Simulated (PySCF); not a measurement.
**C₆ coefficients of unlike pairs at UHF**

Calculated with PySCF 2.14 from the dipole response of each species, C₆(A,B) = (3/π) ∫ α_A(iu) α_B(iu) du, in atomic units, from isotropic polarisabilities. For ions this is the dispersion term alone; charge-induced terms of lower order in 1/R come first.

```csv
species,configuration,basis,relativity,α (bohr³),C₆ (like pair)
P²⁺,[Ne] 3s2 3p1 (2P),dyall-acv3z (19s12p6d4f),spin-free X2C,9.523,34.95
Tc³⁺,[Kr] 4d4 (5D),def2-QZVPPD with the def2 core potential (28 electrons) (7s5p4d4f2g),core potential,5.098,22.96
Ge³⁺,[Ar] 3d10 4s1 (2S),"x2c-QZVPPall with one added diffuse shell each of s, p, d, f type (12s9p6d5f1g)",spin-free X2C,7.335,18.06
Ge²⁺,[Ar] 3d10 4s2 (1S),aug-cc-pVTZ-DK (7s6p4d2f),spin-free X2C,11.94,46.59
```

Task: Estimate C₆ for Ge²⁺ with Tc³⁺.

Result: The integral gives 29.26. The combination rule 2 C_A C_B / (C_A α_B/α_A + C_B α_A/α_B) gives 29.04 and the geometric mean 32.70.

No spin-orbit coupling is included.

The other pairs:

```tsv
pair	C₆
Ge³⁺, P²⁺	24.89
Tc³⁺, P²⁺	26.01
Ge²⁺, P²⁺	40.24
Ge³⁺, Tc³⁺	18.90
Ge²⁺, Ge³⁺	28.72
```
